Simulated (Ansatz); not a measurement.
`C[N](C)[Zn][Br]` + `O[SiH3]` → `C[N](C)[Zn][O][SiH3]` + HBr at 298.15 K and 1 bar (ligand exchange at a Zn–Br bond).

Program: Ansatz. Geometries: PBE0-D4/def2-TZVP. ΔE: electronic, gas phase. CCSD(T)/CBS adds triple-zeta CCSD(T) − MP2 to the extrapolated MP2 energy (def2 sets, frozen cores). For Br, Zn outer-core shells are correlated without core-valence functions, which leaves a few kJ/mol of doubt a bond. Scalar relativity is left out up to krypton. One conformer a species, not always the lowest.

```tsv
species	CCSD(T)/CBS energy (Eh)	H − E (kJ/mol)	S (J/(mol·K))
`C[N](C)[Zn][Br]`	-4486.16677	238.5	379.2
`O[SiH3]`	-366.69042	113.6	257.8
`C[N](C)[Zn][O][SiH3]`	-2278.90366	319.5	450.1
HBr	-2573.91920	24.6	198.6
```

H − E and S are ideal-gas, rigid-rotor, harmonic terms from PBE0-D4/def2-TZVP, for one conformer and one mirror image of each species. 1 Eh = 2625.50 kJ/mol, R = 8.31446 J/(mol·K).

Problem. By hand: ΔE, ΔH, ΔS and ΔG.

Solution. ΔE = (-2278.90366) + (-2573.91920) − (-4486.16677) − (-366.69042) = 0.03433 Eh = 90.1 kJ/mol. Δ(H − E) = 319.5 + 24.6 − 238.5 − 113.6 = -8.0, so ΔH = 82.1 kJ/mol. ΔS = 450.1 + 198.6 − 379.2 − 257.8 = 11.7 J/(mol·K). ΔG = 82.1 − 298.15 × (11.7)/1000 = 78.6 kJ/mol.

Problem. By hand: the equilibrium constant, and the temperature at which ΔG would vanish if ΔH and ΔS stayed fixed.

Solution. log₁₀ K = −ΔG/(RT ln 10) = -13.8. ΔG = 0 at ΔH/ΔS = 7017 K, far beyond where these terms or the molecules hold.

The number of gas molecules stays the same, so ΔS is small and ΔH decides. A doubt of 5 kJ/mol in ΔE shifts log₁₀ K by 0.9 here. Other conformers and mirror images would add mixing entropy, several J/(mol·K) or more a flexible species. Modes under 60 cm⁻¹, often nearly free rotors, make the harmonic entropy too high. These are equilibria of isolated gas molecules and say nothing of rates. Largest T1 diagnostic: 0.015 (customary marks: 0.02 for closed shells, 0.045 for open ones).
